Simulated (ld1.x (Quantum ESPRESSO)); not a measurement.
## Rb (Z = 37), PAW: configuration errors across variants

| Property | Result |
| --- | --- |
| Element | rubidium (Rb) |
| Generator | ld1.x (Quantum ESPRESSO) 7.5 |
| Type | PAW |
| Functional | LDA (PZ) |
| Relativity | fully relativistic |
| Frozen core | [Ar] 3d10 |
| Valence charge | 9 |
| Reference configuration | 4s2 4p6 4d0 5s0 5p1 |
| Partial waves | 4s (bound): rcut 1.90, rcutus 2.10 bohr; 5s (bound, empty): rcut 1.90, rcutus 2.10 bohr; 4p (bound): rcut 3.25, rcutus 3.45 bohr; 5p (bound): rcut 3.25, rcutus 3.45 bohr; 4d (bound, empty): rcut 3.80, rcutus 4.25 bohr; 4d channel at 3.55 Ry: rcut 3.80, rcutus 4.25 bohr |
| Local potential | all-electron potential smoothed inside 2.85 bohr (lloc = -1) |
| Core correction | a·sin(br)/r model core, default radius (ld1.x builds one for every PAW set, though the input has nlcc=.false.) |
| Augmentation charge | PSQ, inside the norm-conserving radii |

Open shells are filled in proportion to 2j + 1 (rel_dist='average').

All-electron excitation energies from the reference (eV): (1) 4s2 4p6 4d0 5s1 5p0 -1.620; (2) 4s2 4p6 4d0 5s0 5p0 2.657; (3) 4s2 4p6 4d0 5s0.5 5p0 0.039.

The default core radius of the base comes out at 0.93 bohr.

Tests that are not counted but printed errors over 1 eV. “local potential all-electron potential smoothed inside 2.50 bohr (lloc = -1)”: 4s1 4p6 4d0 5s1 5p0 (solver errors, printed error -409 eV).

1 further variants failed, have other tests or another functional or relativity, and are left out.

Errors AE − PS in meV (a dash: test not solved or not reliable):

| change | (1) | (2) | (3) | bound ghosts |
| --- | --- | --- | --- | --- |
| base | +0.7 | +1.4 | +0.6 | not determined |
| local potential all-electron potential smoothed inside 1.70 bohr (lloc = -1) | -0.8 | +12 | +1.3 | not determined |
| wave 4d channel at 3.55 Ry: rcut 3.80, rcutus 4.25 bohr becomes 4d channel at 6.67 Ry: rcut 3.80, rcutus 4.25 bohr | +0.7 | +1.4 | +0.6 | not determined |
| local potential all-electron potential smoothed inside 2.50 bohr (lloc = -1) | -0.6 | -7.2 | -1.4 | not determined |
| waves 4s (bound): rcut 1.90, rcutus 2.22 bohr; 5s (bound): rcut 1.90, rcutus 2.22 bohr | – | – | – | not determined |
| all radii but the core radius scaled by about 1.18 (s 2.48, p 4.08, d 5.02 bohr, rcut 2.24/3.84/4.50); local potential all-electron potential smoothed inside 3.36 bohr (lloc = -1) | – | – | – | not determined |

(1) Give the same row for: core correction a·sin(br)/r model core inside 1.32 bohr.

Answers

(1) +0.7, +1.4, +0.7; bound ghosts: not determined.
